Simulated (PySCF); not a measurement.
# Sc(2+) (scandium, charge +2): UHF calculation

Configuration: [Ar] 3d1, 2D determinant. All numbers are calculated (PySCF 2.14, the non-relativistic Hamiltonian (point nucleus), in def2-SVP (5s3p2d1f, 31 functions)).

| Quantity | Value |
| --- | --- |
| Total energy | -758.986300 hartree |
| One-electron energy | -1028.3785 hartree |
| Hartree (Coulomb) energy | 307.1864 hartree |
| Exchange energy | -37.7942 hartree |
| Kinetic energy | 758.72916 hartree |
| ⟨S²⟩ | 0.7511 |
| ⟨L²⟩ | 6.012 |
| Sum of ⟨r⟩ | 13.42 bohr |
| Sum of ⟨r²⟩ | 16.35 bohr² |
| Traceless quadrupole moment −½Σ⟨3z² − r²⟩ along its main axis | 0.828 e·bohr² |
| Density at the nucleus (Gaussians lack the cusp) | 5800 bohr⁻³ |
| Spin density at the nucleus | -0.0112 bohr⁻³ |
| Langevin diamagnetic susceptibility | -12.9 ×10⁻⁶ cm³/mol |
| Time after the integrals | 0.1 s of wall time on 1 thread of Neoverse-V1 (shared host) |

```json
{"shell": "1s α", "electrons": "1", "mean orbital energy (hartree)": "-166.46572", "spread (hartree)": "0", "rms radius, mean of both spins (bohr)": "0.0852"}
{"shell": "1s β", "electrons": "1", "mean orbital energy (hartree)": "-166.46564", "spread (hartree)": "0", "rms radius, mean of both spins (bohr)": "0.0852"}
{"shell": "2s α", "electrons": "1", "mean orbital energy (hartree)": "-19.64995", "spread (hartree)": "0", "rms radius, mean of both spins (bohr)": "0.373"}
{"shell": "2s β", "electrons": "1", "mean orbital energy (hartree)": "-19.63568", "spread (hartree)": "0", "rms radius, mean of both spins (bohr)": "0.373"}
{"shell": "2p α", "electrons": "3", "mean orbital energy (hartree)": "-16.24572", "spread (hartree)": "0.00298", "rms radius, mean of both spins (bohr)": "0.341"}
{"shell": "2p β", "electrons": "3", "mean orbital energy (hartree)": "-16.23115", "spread (hartree)": "0.02045", "rms radius, mean of both spins (bohr)": "0.341"}
{"shell": "3s α", "electrons": "1", "mean orbital energy (hartree)": "-3.14916", "spread (hartree)": "0", "rms radius, mean of both spins (bohr)": "1.16"}
{"shell": "3s β", "electrons": "1", "mean orbital energy (hartree)": "-3.09057", "spread (hartree)": "0", "rms radius, mean of both spins (bohr)": "1.16"}
{"shell": "3p α", "electrons": "3", "mean orbital energy (hartree)": "-2.16951", "spread (hartree)": "0.03867", "rms radius, mean of both spins (bohr)": "1.27"}
{"shell": "3p β", "electrons": "3", "mean orbital energy (hartree)": "-2.09601", "spread (hartree)": "0.05918", "rms radius, mean of both spins (bohr)": "1.27"}
{"shell": "3d α", "electrons": "1", "mean orbital energy (hartree)": "-0.91027", "spread (hartree)": "0", "rms radius, mean of both spins (bohr)": "1.74"}
```
